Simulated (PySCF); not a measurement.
**Spinor energies of As³⁺ (arsenic, charge +3)**

Start: [Ar] 3d9 4s2 4p1; 3d3/2 filled at m_j = -3/2, -1/2, +1/2, +3/2; 3d5/2 filled at m_j = -3/2, -1/2, +1/2, +3/2, +5/2; 4p3/2 filled at m_j = +3/2. Calculated with PySCF 2.14 in x2c-SVPall-2c with one added diffuse shell each of s, p, d type (6s7p4d, 47 functions): generalised Hartree-Fock with the X2C-1e Hamiltonian and a Gaussian nucleus; one run each with spin-orbit coupling (SO) switched off, then screened by Boettger's factors. This is a chosen level, not necessarily the ground level.

```csv
spinor shell,electrons,"ε, spin-free (eV)","ε, screened SO (eV)",weight of nominal j (screened SO),"rms radius, screened SO (bohr)"
1s1/2,2,-11992.2,-11992.0,1.000,0.0525
2s1/2,2,-1624.0,-1624.0,1.000,0.219
2p1/2,2,-1426.0,-1451.5,1.000,0.194
2p3/2,4,-1426.0,-1413.6,1.000,0.197
3s1/2,2,-273.53,-273.54,1.000,0.636
3p1/2,2,-209.20,-214.27,0.969,0.652
3d3/2,4,-105.01,-106.03,0.857,0.709
3d5/2,5,-105.01,-104.30,0.886,0.715
4s1/2,2,-52.602,-52.617,0.999,1.85
4p3/2,1,-41.844,-41.676,1.000,2.07
```

Task: Where does 3p3/2 lie, and what is the 3p spin-orbit splitting (screened SO)?

Result: At -206.76 eV, 7.503 eV above 3p1/2.

| quantity | spin-free | screened SO |
| --- | --- | --- |
| E (hartree) | -2254.95088 | -2255.03216 |
| M_J | 4 | 4 |
| ⟨J²⟩ | 20.012 | 20.012 |
| ⟨L²⟩ | 12.009 | 12.011 |
| ⟨S²⟩ | 2.003 | 2.004 |

Each row is a mean over spinors that exchange with the open shell spreads, by up to 10.373 eV (3p3/2).

Rows whose weight is well below 1 are mixtures of j = l ± 1/2: exchange outweighs spin-orbit coupling there, and the label is only the starting occupation.

Without spin-orbit coupling the j labels of p, d and f shells carry no meaning; the spin-free column gives the mean over the occupied spinors of each nl shell.
